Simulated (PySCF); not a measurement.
Species: C5H7BCl2.
Cartesian coordinates in Å at the PBE0-D3(BJ)/def2-SVP level; atoms count from 1:
```xyz
15
C5H7BCl2 angstrom
C      1.2614    0.0279    0.1492
C      0.1183   -0.4674   -0.3157
C     -0.8747   -1.4772    0.2186
C     -1.6807   -1.3307   -1.1020
B     -3.1968   -0.9772   -1.0563
Cl    -3.9439   -0.0944   -2.3750
Cl    -4.2120   -1.4738    0.2838
C     -0.6706   -0.2487   -1.5893
H      1.8367    0.7619   -0.4222
H      1.6627   -0.2860    1.1170
H     -1.4172   -1.1551    1.1223
H     -0.4640   -2.4801    0.4135
H     -1.6171   -2.2444   -1.7230
H     -0.1349   -0.4880   -2.5209
H     -1.0970    0.7619   -1.6988
```

Computed with PySCF at wB97X-D/def2-SVPD, non-relativistic, on one gas-phase PBE0-D3(BJ)/def2-SVP geometry that isn't relaxed in the solvent. The solvent is an IEF-PCM continuum (Bondi radii, 1.10 Å for H, scaled by 1.2). Only the electrostatic response of the medium enters.

Gas phase at wB97X-D/def2-SVPD: HOMO -9.10 eV, LUMO 0.43 eV, dipole 1.36 D.

Q: What does the continuum do to the energy, the frontier levels and the dipole at wB97X-D/def2-SVPD in chloroform and dichloromethane?

A: 
| solvent | ε | E(solvent) − E(gas) (kcal/mol) | polarisation term (kcal/mol) | distortion of the solute (kcal/mol) | HOMO (eV) | LUMO (eV) | dipole (D) |
| --- | --- | --- | --- | --- | --- | --- | --- |
| chloroform | 4.711 | -1.90 | -2.06 | 0.16 | -9.01 | 0.52 | 1.60 |
| dichloromethane | 8.93 | -2.28 | -2.52 | 0.24 | -9.00 | 0.54 | 1.65 |

The first energy column is the sum of the next two and covers electrostatics alone. From chloroform to dichloromethane the lowering changes by a factor 1.20, Onsager's factor (ε − 1)/(2ε + 1) by 1.18 and ε itself by 1.9.

Q: Which radius a makes the point-dipole formula ΔE = −[(ε − 1)/(2ε + 1)]·μ²/a³ give the value in dichloromethane, with the gas-phase dipole?

A: μ = 0.535 au and |ΔE| = 0.00364 Eh give a = 1.70 Å; the farthest nucleus lies 3.51 Å from the centroid of the nuclei, so such a sphere wouldn't even hold the nuclei. The formula assumes a rigid point dipole at the centre of a sphere.

Q: Give the dipole vector in the frame of the coordinates (D, pointing from negative to positive charge), gas and dichloromethane.

A: Gas (1.24, -0.52, -0.18), solvent (1.46, -0.72, -0.28). Its length changes by +22 % and its direction by 4°.

Q: How does the static polarisability (wB97X-D/def2-SVPD, frozen core, with the continuum's full static response) change?

A: 
| medium | isotropic (au) | principal values (au) | ⟨r²⟩ of the electrons (bohr²) |
| --- | --- | --- | --- |
| gas | 97.8 | 73.9, 99.2, 120.2 | 1665.9 |
| chloroform | 121.1 | 93.4, 125.0, 144.8 | 1666.5 |
| dichloromethane | 126.6 | 99.0, 131.2, 149.8 | 1666.7 |

The isotropic value in dichloromethane is 1.30 times the gas-phase one; no cavity-field correction is applied. ⟨r²⟩ is taken about the centre of nuclear charge.

Note: wB97X-D ran without an empirical dispersion term, which enters the total energy and its gradient alone.
